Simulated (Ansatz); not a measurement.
```yaml
crystal:
  periodic: [false, false, false]
  atoms:
    - {symbol: F, position_ang: [-3.193126, 1.855866, 0.902902]}
    - {symbol: C, position_ang: [-0.211735, 1.535212, 0.292362]}
    - {symbol: Zn, position_ang: [0.674285, -2.558000, -0.573833]}
    - {symbol: F, position_ang: [1.469863, -6.244313, -1.353482]}
    - {symbol: H, position_ang: [0.325011, 2.958410, -1.571746]}
    - {symbol: H, position_ang: [1.028322, 2.312024, 2.202156]}
basis:
  gaussian: {orbitals: def2-mTZVPP}
hamiltonian: {xc: {name: SVWN5}}
output: {forces: true}
```

```sh
$ ansatz run in.yaml --threads 2 --pin off --events-out ev --progress --plain --max-ram 4352MiB
```

Output, abridged:

```
Functional definition: SVWN5
982 factors; their error is unknown
mean field evaluation 1: about -54756.7153 eV, gradient 9.5e1 eV
mean field evaluation 2: about -54002.9163 eV, gradient 3.0e2 eV
mean field evaluation 4: about -54766.0033 eV, gradient 5.6e1 eV
mean field evaluation 8: about -54766.0047 eV, gradient 5.6e1 eV
mean field evaluation 16: about -54782.4360 eV, gradient 2.9e-1 eV
mean field evaluation 32: about -54782.4364 eV, gradient 1.5e-5 eV
mean field -54782.43641313 eV, -2013.2174053134 hartree, gradient 2.8e-6 eV, S^2 0.000000; 9 other end points of the search recorded, 0 dependent functions left out
reference -54782.43645039 eV, -2013.2174066827 hartree; 28, 28 occupied and 82, 82 virtual orbitals, 982 factors
Total energy: -54782.43645039 eV, -2013.2174066827 hartree
Atom 0 at    -3.193126     1.855866     0.902902 Å, force     1.098505    -0.090844    -0.220279 eV/Å
Atom 1 at    -0.211735     1.535212     0.292362 Å, force     0.607797     1.679187     0.174337 eV/Å
Atom 2 at     0.674285    -2.558000    -0.573833 Å, force     0.005137    -0.241598    -0.042338 eV/Å
Atom 3 at     1.469863    -6.244313    -1.353482 Å, force    -0.083971     0.420976     0.087753 eV/Å
Atom 4 at     0.325011     2.958410    -1.571746 Å, force    -0.520308    -1.153537     1.574757 eV/Å
Atom 5 at     1.028322     2.312024     2.202156 Å, force    -1.107160    -0.614185    -1.574230 eV/Å
Dipole moment:     0.950923     1.122035     0.014964 e Å
```

**Question.** Something in this input is off. What?

**Answer.** The geometry is stretched to more than twice its size. Self-consistency was reached. The result belongs to that input, not to the molecule as meant.
